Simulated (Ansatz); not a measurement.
Cost and result for the atomization energy of `C[CH](C)[Zn][OH]` (13 atoms, 12 bonds).

```xyz
13

C     0.6934   -0.4018    1.3533
C    -0.2245    0.2488    0.3223
C     0.4438    1.4612   -0.3195
Zn   -0.8665   -1.0275   -1.0001
O    -1.3442   -2.2297   -2.2271
H     0.2135   -1.2325    1.8769
H     1.6092   -0.7887    0.8964
H     1.0020    0.3290    2.1123
H    -1.1265    0.5946    0.8424
H    -0.2182    1.9864   -1.0129
H     1.3444    1.1830   -0.8749
H     0.7540    2.1831    0.4472
H    -2.2803   -2.3058   -2.4162
```

Charge 0, multiplicity 1. For Zn the d shell is correlated and the shells below it are frozen. Scalar relativity is left out up to krypton. The geometry is a stationary point of PBE0-D4/def2-TZVP. It is one conformer, not always the lowest. Program: Ansatz. All runs use 4 threads of an Arm Neoverse V1 on a shared host. Times are those of one run each, without the atoms' runs, and a repeat can differ threefold. Electronic energies, without spin–orbit coupling; frozen cores. CCSD(T)/CBS adds CCSD(T) − MP2 in def2-TZVPP to the MP2 limit, and its time is that of the two runs behind it. T1 = 0.014. With those shells the extrapolation isn't a true limit. HSE06 is the plane-wave form, built on full-range PBE exchange.

CCSD(T)/CBS is a level of theory with its own doubt, some kJ/mol a heavy atom from the limit and from the frozen cores, so smaller differences don't rank the functionals.

| level | functions | wall time |
| --- | --- | --- |
| LDA (SPW92)/def2-TZVPP | 300 | 2.5 s |
| BLYP-D4/def2-TZVPP | 300 | 3.9 s |
| HSE06-D4/def2-TZVPP | 300 | 6.5 s |
| BHLYP-D4/def2-TZVPP | 300 | 6.5 s |
| CAM-B3LYP-D4/def2-TZVPP | 300 | 7 s |
| r2SCAN-D4/def2-TZVPP (with forces) | 300 | 9 s |
| r2SCANh-D4/def2-TZVPP | 300 | 11 s |
| B2PLYP/def2-TZVPP | 300 | 11 s |
| PBE-QIDH/def2-TZVPP | 300 | 11 s |
| CCSD(T)/def2-SVP | 127 | 17 s |
| MP2/def2-QZVPP | 568 | 47 s |
| CCSD(T)/def2-TZVPP | 300 | 24 min |
| CCSD(T)/CBS(def2) | – | 24 min |

(1) What atomization energy does each give, and how far from CCSD(T)/CBS? (Best estimate.)

## Answers

(1) Ansatz gave: 
| level | atomization (kJ/mol) | difference from CCSD(T)/CBS | per bond |
| --- | --- | --- | --- |
| LDA (SPW92)/def2-TZVPP | 5349.0 | 659.9 | 55.0 |
| BLYP-D4/def2-TZVPP | 4646.8 | -42.3 | -3.5 |
| HSE06-D4/def2-TZVPP | 4696.0 | 6.9 | 0.6 |
| BHLYP-D4/def2-TZVPP | 4538.8 | -150.3 | -12.5 |
| CAM-B3LYP-D4/def2-TZVPP | 4697.6 | 8.5 | 0.7 |
| r2SCAN-D4/def2-TZVPP (with forces) | 4705.1 | 16.0 | 1.3 |
| r2SCANh-D4/def2-TZVPP | 4678.5 | -10.6 | -0.9 |
| B2PLYP/def2-TZVPP | 4632.0 | -57.1 | -4.8 |
| PBE-QIDH/def2-TZVPP | 4672.2 | -16.9 | -1.4 |
| CCSD(T)/def2-SVP | 4456.9 | -232.2 | -19.4 |
| MP2/def2-QZVPP | 4723.6 | 34.5 | 2.9 |
| CCSD(T)/def2-TZVPP | 4579.2 | -109.9 | -9.2 |
| CCSD(T)/CBS(def2) | 4689.1 | 0.0 | 0.0 |

In def2-TZVPP, CCSD(T) changes the Hartree–Fock value by +1150.7 kJ/mol (the triples alone add +63.3 kJ/mol) and MP2 by +1228.7 kJ/mol; breaking electron pairs costs correlation energy, which Hartree–Fock lacks. From BLYP to BHLYP (50 % exact exchange), in def2-TZVPP and without D4, the atomization energy moves by −84.7 kJ/mol: exact exchange takes away binding that semilocal exchange gives to molecules. The D4 term adds +35.8 kJ/mol with B3LYP and +18.9 kJ/mol with PBE0; it sums over pairs of atoms, weighted by their polarisabilities, and B3LYP, whose exchange is more repulsive, gets the larger term.

B3LYP here is the variant with VWN-RPA as its local correlation; programs differ in this.
